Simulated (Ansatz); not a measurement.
C2H7NOSi (`NC1([SiH3])CO1`), relaxed with RKS PBE-D4/def2-SVP in Ansatz 0.2.0 from a rough embedded geometry. The force threshold is 0.03 eV/Å; the program also tests the step.

Total charge 0; spin multiplicity 1.

Start:

```xyz
12

N    -0.600    1.346    0.730
C    -0.210    0.240   -0.054
Si    1.426   -0.598    0.374
C    -1.178   -0.648   -0.715
O    -0.477    0.373   -1.465
H     0.103    2.148    0.679
H    -1.420    1.815    0.311
H     1.779   -1.726   -0.555
H     1.366   -1.220    1.798
H     2.552    0.352    0.377
H    -2.310   -0.415   -0.539
H    -1.029   -1.668   -0.942
```

(1) By how much does the energy fall, and how many steps does the optimiser take? (An estimate is asked.)

(2) Which bonds change most? (Estimate.)

(3) Give the relaxed structure. (Estimate.)

## Answers

(1) The calculation gave: 32.08 kJ/mol, in 7 steps, 1 of them rejected.

(2) Ansatz gave: C4–H11 from 1.169 to 1.110 Å; C4–H12 from 1.055 to 1.110 Å; Si3–H9 from 1.555 to 1.505 Å; N1–H6 from 1.067 to 1.027 Å.

(3) Computed: 
```xyz
12

N    -0.579    1.319    0.736
C    -0.198    0.211   -0.059
Si    1.453   -0.606    0.421
C    -1.226   -0.587   -0.757
O    -0.389    0.273   -1.527
H     0.118    2.072    0.691
H    -1.487    1.709    0.457
H     1.723   -1.739   -0.526
H     1.423   -1.125    1.833
H     2.545    0.425    0.304
H    -2.287   -0.276   -0.661
H    -1.094   -1.678   -0.911
```
